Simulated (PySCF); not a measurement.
Si(F)(Cl)(Br)(Vi), C2H3BrClFSi, SMILES C=C[Si](F)(Br)Cl, singlet (B3LYP/def2-SVP optimised geometry):

```
9

C     -1.640    -1.892    -1.216
C     -0.892    -0.797    -1.412
Si    -0.193     0.164     0.000
F     -0.676    -0.529     1.382
Cl     1.866     0.164     0.000
Br    -0.917     2.265     0.000
H     -1.866    -2.265    -0.212
H     -2.058    -2.462    -2.053
H     -0.688    -0.452    -2.433
```

Computed with B3LYP/def2-TZVP run with PySCF.

### Question
What are the frontier orbital energies and the dipole moment?

### Answer
HOMO-2 -8.79 eV, HOMO-1 -8.61 eV, HOMO -8.27 eV, LUMO -1.50 eV, LUMO+1 -0.34 eV; dipole moment 2.30 D.

On the same geometry PBE/def2-TZVP run with PySCF 2.14.0 gives HOMO-2 -7.78 eV, HOMO-1 -7.58 eV, HOMO -7.32 eV, LUMO -2.28 eV, LUMO+1 -1.06 eV; dipole moment 2.21 D.

Meta-Löwdin charges at B3LYP/def2-TZVP: C1 -0.18, C2 -0.39, Si3 1.18, F4 -0.49, Cl5 -0.27, Br6 -0.24, H7 0.13, H8 0.13, H9 0.14.
